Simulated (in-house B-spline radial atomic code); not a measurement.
A fraction x of an electron is removed from 3d in Zn²⁺, starting from [Ar] 3d10 and keeping the highest spin. Level of theory: scalar-relativistic (X2C) wB97X, spin-polarised, spherical fractional occupations, Fermi nucleus of rms radius 3.9283 fm; calculated with a B-spline radial code for spherical atoms.

Caution: exact exchange at fractional occupations of open shells leaves self-interaction of up to several eV.

```tsv
x	E(x) - E(0) (eV)	3d down level (eV)
0	0.0000	-36.036
0.25	9.5112	-40.083
0.26	9.9128	-40.248
0.44	17.4284	-43.273
0.5	20.0556	-44.300
0.6	24.5720	-46.032
0.66	27.3654	-47.084
0.81	34.6275	-49.753
0.97	42.8198	-52.661
1	44.4080	-53.213
```

The exact functional would give a straight line between the two integer points. Deviations E(x) - E(0) - x[E(1) - E(0)], in eV: -1.591 at x = 0.25, -1.633 at x = 0.26, -2.111 at x = 0.44, -2.148 at x = 0.5, -2.073 at x = 0.6, -1.944 at x = 0.66, -1.343 at x = 0.81, -0.256 at x = 0.97.

The curve lies below the straight line by up to 2.148 eV (at x = 0.5): convex, the delocalisation error, to which spherically averaged exact exchange adds.

(1) How well does Slater's transition state (minus the level at half occupation) give the ionisation energy?

Results:

(1) It gives 44.300 eV against 44.408 eV from the two total energies; NIST lists 39.72 eV, ground level to ground level. The end point has an open shell averaged over its orbitals, so its exact exchange keeps a self-interaction and this is no true integer point.
